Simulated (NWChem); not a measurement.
HTeOI; SMILES O[Te]I

```xyz
4

Te     0.2976     1.2064     0.0022
I     -0.0147    -1.4894     0.0038
O     -1.5963     1.8006     0.0659
H     -1.9283     1.7997    -0.8426
```
Atoms are numbered in this order, from 1.

Structure relaxed at the PBE0/def2-SVP level. def2 effective core potentials on Te, I; no spin-orbit coupling.

### Question
List the 4 lowest vertical singlet excitations from PBE/def2-SVPD with def2 effective core potentials on Te, I, TDA (NWChem).

### Answer
```
state  energy (eV)  oscillator strength  leading excitation (squared amplitude)
-----  -----------  -------------------  --------------------------------------
S1            2.08                0.002                      HOMO → LUMO (0.99)
S2            2.66                0.001                    HOMO → LUMO+1 (0.98)
S3            3.60                0.002                    HOMO−1 → LUMO (0.99)
S4            3.82                0.000                    HOMO−2 → LUMO (0.99)
```
